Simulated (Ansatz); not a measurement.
Reaction (formal hydrolysis of the Si–F bond): `N[Si@H](F)O[Si@@H](N)O` + H₂O → `N[Si@H](O)O[Si@@H](N)O` + H–F

Gas-phase electronic energies from Ansatz, PBE0-D4/def2-TZVP geometries. CCSD(T)/CBS adds triple-zeta CCSD(T) − MP2 to the extrapolated MP2 energy (def2 sets, frozen cores). This one scheme is used for every species. DFT in def2-TZVPP. B3LYP here is the variant with VWN-RPA as its local correlation; programs differ in this. Each species was taken in one conformer, which may not be the lowest.

Is it downhill or uphill in electronic energy at CCSD(T)/CBS, and by how much? (Best estimate.)

Computed: Uphill: ΔE = +0.47 eV.

What do these levels give: PBE-D4, r2SCAN-D4, PBE0-D4, B2PLYP, B3LYP, HF/def2-QZVPP? (Best estimate.)

Ansatz gave: PBE-D4 0.44, r2SCAN-D4 0.48, PBE0-D4 0.45, B2PLYP 0.49, B3LYP 0.53, HF/def2-QZVPP 0.59 eV.

Largest T1 diagnostic among the species: 0.011.

The D4 term adds −0.04 eV with B3LYP and −0.02 eV with PBE0; it sums over pairs of atoms, weighted by their polarisabilities, and B3LYP, whose exchange is more repulsive, gets the larger term. In def2-TZVPP, CCSD(T) changes the Hartree–Fock value by −0.12 eV (the triples alone add −0.02 eV) and MP2 by −0.14 eV.
